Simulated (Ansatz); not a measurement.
`[OH][Sn]([OH])([OH])[Br]` at its PBE0-D4/def2-TZVP geometry, where that method's forces vanish. Total charge 0; spin multiplicity 1. Sn: def2 effective core potential.

```json
{"atom": "O1", "x (Å)": "0.2546", "y (Å)": "-1.6755", "z (Å)": "-0.6904"}
{"atom": "Sn2", "x (Å)": "-0.1027", "y (Å)": "0.0032", "z (Å)": "0.2182"}
{"atom": "O3", "x (Å)": "1.2212", "y (Å)": "1.2920", "z (Å)": "-0.3750"}
{"atom": "O4", "x (Å)": "-1.8095", "y (Å)": "0.7684", "z (Å)": "-0.2782"}
{"atom": "Br5", "x (Å)": "-0.0769", "y (Å)": "-0.4233", "z (Å)": "2.6327"}
{"atom": "H6", "x (Å)": "0.1545", "y (Å)": "-2.4392", "z (Å)": "-0.1149"}
{"atom": "H7", "x (Å)": "2.0541", "y (Å)": "0.8834", "z (Å)": "-0.6278"}
{"atom": "H8", "x (Å)": "-1.6953", "y (Å)": "1.5910", "z (Å)": "-0.7646"}
```

(1) For each bond, give half the difference of the two atoms' forces along it (eV/Å; positive pushes the atoms apart) under PBE-D4, r2SCAN-D4, B3LYP-D4, ωB97M-V in def2-TZVPP. (Estimate.)

## Answers

(1) The calculation gave: 
| bond | length (Å) | PBE-D4 | r2SCAN-D4 | B3LYP-D4 | ωB97M-V |
| --- | --- | --- | --- | --- | --- |
| O1–Sn2 | 1.942 | 0.28 | 0.09 | 0.18 | 0.00 |
| O1–H6 | 0.961 | 0.36 | 0.03 | -0.04 | -0.05 |
| Sn2–O3 | 1.941 | 0.30 | 0.10 | 0.18 | 0.01 |
| Sn2–O4 | 1.935 | 0.34 | 0.12 | 0.19 | 0.01 |
| Sn2–Br5 | 2.452 | 0.05 | 0.02 | 0.10 | -0.10 |
| O3–H7 | 0.962 | 0.36 | 0.03 | -0.04 | -0.05 |
| O4–H8 | 0.962 | 0.35 | 0.02 | -0.04 | -0.06 |

B3LYP here is the variant with VWN-RPA as its local correlation; programs differ in this.

All numbers were calculated with Ansatz.
